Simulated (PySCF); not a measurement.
Simulated outer-valence photoelectron spectrum of `[SiH2](OC)F`. Level of theory: EOM-IP-CCSD/aug-cc-pVDZ in PySCF, restricted Hartree–Fock reference, 8 core orbitals frozen, non-relativistic, gas phase, PBE0-D3(BJ)/def2-SVP geometry.

Each root has a Gaussian of 0.8 eV full width with its one-hole share as area; cross sections and vibrations are left out, and the highest printed point is 100.

(ionisation energy (eV), intensity): (10.0, 0), (10.2, 1), (10.4, 3), (10.6, 11), (10.8, 27), (11.0, 49), (11.2, 68), (11.4, 77), (11.6, 72), (11.8, 55), (12.0, 35), (12.2, 24), (12.4, 29), (12.6, 42), (12.8, 49), (13.0, 42), (13.2, 25), (13.4, 11), (13.6, 5), (13.8, 8), (14.0, 20), (14.2, 37), (14.4, 49), (14.6, 50), (14.8, 47), (15.0, 57), (15.2, 82), (15.4, 100), (15.6, 97), (15.8, 88), (16.0, 90), (16.2, 100), (16.4, 93), (16.6, 65), (16.8, 32), (17.0, 12), (17.2, 3), (17.4, 1)

Question: Where are the maxima, and how many lines lie under the curve?

Answer: 5 maxima, at 11.4, 12.8, 14.5, 15.5 and 16.2 eV, from 8 lines. At this width some lines have no maximum of their own.

Question: List the lines with their holes.

Answer: 
```
E (eV)  leading hole (HF orbital)  area  Koopmans (eV)
 11.19                       HOMO  0.95          12.62
 11.66                     HOMO-1  0.95          12.95
 12.81                     HOMO-2  0.95          13.68
 14.46                     HOMO-3  0.95          15.66
 15.38                     HOMO-4  0.95          17.08
 15.48                     HOMO-5  0.95          17.20
 16.25                     HOMO-6  0.94          18.13
 16.34                     HOMO-7  0.94          18.20
```

The widest gap, 1.65 eV, lies between 12.81 and 14.46 eV. Only orbitals with −ε under 21 eV, eight at most, were ionised, so the high end of the curve may lack lines.

Time: 3.0 min wall; peak memory 2.4 GiB. Hardware: Arm Neoverse V1, one thread, no GPU (shared host).

Shape of the structure used: `[CH3:1][O:2][SiH2:3][F:4]`: C1–O2–Si3–F4 71°.

One conformer stands for the species.
